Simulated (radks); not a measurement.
Results of a calculation; reference values are marked as such.
Task: These are the eigenvalues of the occupied orbitals of an atom or ion with whole-number occupations (eV). Code: a radial shooting solver on a logarithmic mesh with Libxc functionals. Model: scalar-relativistic Kohn-Sham, PBE, spin-polarised, spherical densities, point nucleus.

| orbital | eigenvalue |
|---|---|
| 1s up | -15986.59 |
| 1s down | -15986.34 |
| 2s up | -2206.434 |
| 2s down | -2206.291 |
| 2p up | -1966.035 |
| 2p down | -1965.796 |
| 3s up | -381.5781 |
| 3s down | -381.2744 |
| 3p up | -303.9525 |
| 3p down | -303.6097 |
| 3d up | -175.7876 |
| 3d down | -175.3953 |
| 4s up | -85.2326 |
| 4s down | -82.7170 |
| 4p up | -65.7028 |
| 4p down | -63.2061 |

Which element is it, and in what charge state? The configuration may be excited. Open shells, if any, are filled with parallel spins first.

Result: Z = 38, strontium, charge +4: Sr4+ in [Ar] 3d10 4s2 4p4. The list shows which subshells hold electrons but not how many an open one holds; the 1s level, -587.5 hartree, gives Z - s = 34.3 by -(Z - s)^2/2, which with screening and relativity narrows Z to a few neighbours, and the depths of the outer levels then fix element, charge and occupations together.
